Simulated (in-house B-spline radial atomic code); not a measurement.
RPA and G0W0 on PBE0: Si4+

Configuration [He] 2s2 2p6, mean-field start PBE0. Computed with an all-electron radial atomic-structure program (B-spline basis): all electrons, scalar-relativistic (spin-free one-electron X2C), finite nucleus, each spin shell either full or empty, empty states to l = 9 with an (l + 1/2)⁻⁴ tail; G0W0 by contour deformation at full frequency.

Command:
```bash
python run_gw.py task.json out
```
Settings (radii: box in bohr, nucleus in fm):
```
Z                        14
electrons                10
configuration            [He] 2s2 2p6
hamiltonian              x2c
method                   pbe0
lmax                     9
rms_radius               3.1224
spin_polarised           False
box_radius               11.96
intervals                69
```

Cost of the run: 1.1 s on 1 thread of Intel(R) Xeon(R) Platinum 8488C (Sapphire Rapids), with other jobs on the host.

Energies (hartree):

```csv
term,value
mean-field total,-286.06771
Hartree-Fock functional on these orbitals,-285.77742
direct second order,-0.66164
second-order exchange,0.23472
SOSEX correction,0.21894
```

Problem. What is the RPA correlation energy, and what remains with SOSEX?

Solution. RPA gives -0.5991 hartree (-1.63 eV per electron); RPA + SOSEX gives -0.38016, and the second-order doubles -0.42692 hartree (no singles). SOSEX takes back 37 % of the RPA value.

Quasi-particle levels (eV):

```tsv
level	occupied	mean field	Σx - vxc	Σc	QP weight	G0W0
2p	yes	-153.86	-14.92	?	?	?
2s	yes	-199.71	-20.90	4.90	0.954	-215.71
1s	yes	-1863.33	-68.53	26.83	0.868	-1905.03
3s	no	-48.84	4.35	-0.55	0.997	-45.05
```

G0W0 = mean field + (Σx - vxc) + Σc, with Σc (partial-wave tail included) taken at the quasi-particle energy.

Problem. Where does G0W0 put 2p?

Solution. At -166.82 eV, with Σc = 1.97 eV and a quasi-particle weight of 0.970. The tabulated removal energy is 166.767 ± 0.003 eV (NIST, measured); the calculation leaves out spin-orbit coupling, Breit and QED terms, and what these don't explain is the method's own error.
